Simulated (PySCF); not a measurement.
# Basis-set dependence of LiSb⁺ at r²SCAN

PySCF, UKS reference; quartet, unpaired electrons σ ↑, π ↑↑; De to Li⁺ + Sb without counterpoise correction.

```json
{"basis": "def2-SVP", "relativity": "scalar-relativistic core potentials", "functions": "35", "Re (Å)": "3.008", "ωe (cm⁻¹)": "188", "De (eV)": "0.39", "μ (D)": "-10.67"}
{"basis": "cc-pVDZ/cc-pVDZ-PP", "relativity": "scalar-relativistic core potentials", "functions": "37", "Re (Å)": "2.982", "ωe (cm⁻¹)": "214", "De (eV)": "0.47", "μ (D)": "-10.24"}
{"basis": "aug-cc-pVDZ/aug-cc-pVDZ-PP", "relativity": "scalar-relativistic core potentials", "functions": "55", "Re (Å)": "2.987", "ωe (cm⁻¹)": "210", "De (eV)": "0.47", "μ (D)": "-10.14"}
```

Q: How does each smaller set differ from the one with most functions, aug-cc-pVDZ/aug-cc-pVDZ-PP?

A: def2-SVP: +2.1 pm, -10.5 % in ωe, -0.08 eV in De; cc-pVDZ/cc-pVDZ-PP: -0.5 pm, +1.9 % in ωe, +0.00 eV in De. All at r²SCAN; the set with most functions is neither the basis-set limit nor always the best.

A positive dipole points towards Sb; it is taken about the centre of mass and depends on that origin. These are scalar-relativistic numbers at best; spin–orbit coupling would shift them, the dissociation energy most. For an ion De counts to the pair picked by the measured ionisation energies or electron affinities, which need not be the lowest pair at this level. The state is the lowest determinant that a PBE0 search found; another state may lie lower at other levels.
